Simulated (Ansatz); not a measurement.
# Abstraction of F: CH3F + SiH(SiH3)2 → CH3 + SiH(SiH3)2F

Gas-phase species: CH3F (fluoromethane) `CF`, singlet; SiH(SiH3)2, doublet; CH3 (methyl radical) `[CH3]`, doublet; SiH(SiH3)2F, singlet. A radical takes F: the energy is the difference in strength between the C–F bond broken and the Si–F bond made.

Shapes, held fixed at every level: PBE0-D4/def2-TZVP. Programs: Ansatz 0.2.0. The zero-point and thermal change to 298 K, harmonic and unscaled (PBE0-D4/def2-TZVP), is -12.1 kJ/mol.

Task: Estimate ΔH(298 K) of this reaction.

Result: The highest level, CCSD(T)/CBS estimate, gives ΔH(298 K) = -134.2 kJ/mol; the levels span -134.2 to -107.1. The column of differences is taken from that level and isn't an error. No measured value is set beside it here. Open shells run unrestricted. The CBS estimate extrapolates MP2 from def2-TZVPP and def2-QZVPP and adds CCSD(T) − MP2 in the triple-zeta set, cores frozen.

```json
{"level": "MP2/def2-SVP", "kind": "perturbation theory", "ΔH(298 K) (kJ/mol)": "-107.4", "less CCSD(T)/CBS estimate": "+26.8"}
{"level": "MP2/def2-TZVPP", "kind": "perturbation theory", "ΔH(298 K) (kJ/mol)": "-131.7", "less CCSD(T)/CBS estimate": "+2.5"}
{"level": "PBE-D4/def2-TZVPP", "kind": "GGA", "ΔH(298 K) (kJ/mol)": "-107.1", "less CCSD(T)/CBS estimate": "+27.1"}
{"level": "r2SCAN0-D4/def2-TZVPP", "kind": "global hybrid", "ΔH(298 K) (kJ/mol)": "-133.6", "less CCSD(T)/CBS estimate": "+0.6"}
{"level": "B2PLYP/def2-TZVPP", "kind": "double hybrid", "ΔH(298 K) (kJ/mol)": "-132.1", "less CCSD(T)/CBS estimate": "+2.1"}
{"level": "CCSD(T)/def2-TZVPP", "kind": "coupled cluster or CI", "ΔH(298 K) (kJ/mol)": "-128.6", "less CCSD(T)/CBS estimate": "+5.6"}
{"level": "CCSD/def2-TZVPP", "kind": "coupled cluster or CI", "ΔH(298 K) (kJ/mol)": "-132.5", "less CCSD(T)/CBS estimate": "+1.7"}
{"level": "CCSD(T)/CBS estimate", "kind": "coupled cluster or CI", "ΔH(298 K) (kJ/mol)": "-134.2", "less CCSD(T)/CBS estimate": "0.0"}
```
